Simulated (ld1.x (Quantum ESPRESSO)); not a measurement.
## Transferability test, TM potential for Ti

titanium (Ti), norm-conserving Troullier–Martins (Kleinman–Bylander form), made with ld1.x (Quantum ESPRESSO) 7.5 (LDA (PZ), scalar-relativistic). Core [Ar], reference 3d2.5 4s1.5 4p0. Waves: 4s (bound): rc 3.30 bohr; 4p (bound, empty): rc 3.45 bohr; 3d (bound): rc 2.00 bohr. Local part: all-electron potential smoothed inside 2.75 bohr (lloc = -1). Core correction: Bessel-smoothed model core inside 1.30 bohr.

Energies are relative to the spin-unpolarised reference configuration 3d2.5 4s1.5 4p0; without spin polarisation the order of configurations can differ from experiment. Spin-polarised rows fill each open shell by Hund’s rule, majority spin first. The frozen-core shift is the all-electron ΔE with the core orbitals held at their reference shape minus the fully relaxed ΔE.

| valence configuration | charge | ΔE all-electron (eV) | error AE − PS (meV) | frozen-core shift (meV) |
| --- | --- | --- | --- | --- |
| 3d2 4s2 4p0 | 0 | -0.324 | -31 | +29 |
| 3d2 4s1 4p0 | +1 | 7.212 | -17 | +35 |
| 3d2 4s0 4p0 | +2 | 21.012 | -80 | +73 |
| 3d2 4s1.5 4p0 | +0.5 | 2.693 | -21 | +30 |
| 3d3 4s1 4p0 | 0 | 0.736 | -23 | +16 |
| 3d1 4s2 4p0 | +1 | 9.656 | -144 | +549 |
| 3d1 4s2 4p1 | 0 | 4.491 | -313 | +514 |
| 3d2.5 4s1.5 4p0 (spin-polarised) | 0 | -1.143 | +41 | +1.6 |
| 3d2 4s2 4p0 (spin-polarised) | 0 | -0.994 | +2.9 | +24 |
